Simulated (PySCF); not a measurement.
Ne⁺ (neon, charge +1) across methods

[He] 2s1 2p5 3s1, high-spin 4P determinant (an excited configuration). All numbers are calculated (PySCF 2.14, scalar relativity by spin-free X2C-1e, in aug-cc-pVTZ-DK (5s4p3d2f, 46 functions)).

```json
{"method": "MN15", "E (hartree)": "-126.4102", "mean ε 2p α (eV)": "-50.026", "mean ε 2p β (eV)": "-46.001", "mean ε 3s α (eV)": "-11.403", "Σ⟨r²⟩ (bohr²)": "14.14", "⟨S²⟩": "3.750"}
{"method": "r2SCAN", "E (hartree)": "-126.3718", "mean ε 2p α (eV)": "-47.442", "mean ε 2p β (eV)": "-42.041", "mean ε 3s α (eV)": "-10.674", "Σ⟨r²⟩ (bohr²)": "14.11", "⟨S²⟩": "3.752"}
{"method": "PBEsol", "E (hartree)": "-126.0038", "mean ε 2p α (eV)": "-46.009", "mean ε 2p β (eV)": "-41.248", "mean ε 3s α (eV)": "-10.549", "Σ⟨r²⟩ (bohr²)": "14.10", "⟨S²⟩": "3.751"}
{"method": "PBE", "E (hartree)": "-126.3444", "mean ε 2p α (eV)": "-46.092", "mean ε 2p β (eV)": "-41.412", "mean ε 3s α (eV)": "-10.569", "Σ⟨r²⟩ (bohr²)": "14.07", "⟨S²⟩": "3.751"}
{"method": "UHF", "E (hartree)": "-126.01044", "mean ε 2p α (eV)": "-59.452", "mean ε 2p β (eV)": "-49.770", "mean ε 3s α (eV)": "-13.267", "Σ⟨r²⟩ (bohr²)": "14.11", "⟨S²⟩": "3.753"}
{"method": "B3LYP", "E (hartree)": "-126.4300", "mean ε 2p α (eV)": "-48.981", "mean ε 2p β (eV)": "-43.665", "mean ε 3s α (eV)": "-11.185", "Σ⟨r²⟩ (bohr²)": "14.04", "⟨S²⟩": "3.751"}
{"method": "BP86", "E (hartree)": "-126.4441", "mean ε 2p α (eV)": "-46.175", "mean ε 2p β (eV)": "-41.673", "mean ε 3s α (eV)": "-10.689", "Σ⟨r²⟩ (bohr²)": "14.07", "⟨S²⟩": "3.751"}
{"method": "LDA", "E (hartree)": "-125.6902", "mean ε 2p α (eV)": "-46.155", "mean ε 2p β (eV)": "-41.412", "mean ε 3s α (eV)": "-10.620", "Σ⟨r²⟩ (bohr²)": "14.06", "⟨S²⟩": "3.751"}
```

**Question.** Estimate the same row for PBE0.

**Answer.** E (hartree) = -126.3244; mean ε 2p α (eV) = -49.644; mean ε 2p β (eV) = -43.873; mean ε 3s α (eV) = -11.353; Σ⟨r²⟩ (bohr²) = 14.07; ⟨S²⟩ = 3.751.

The outer electron is Rydberg-like, and this basis confines it to a smaller radius and binds it less than a complete one would.
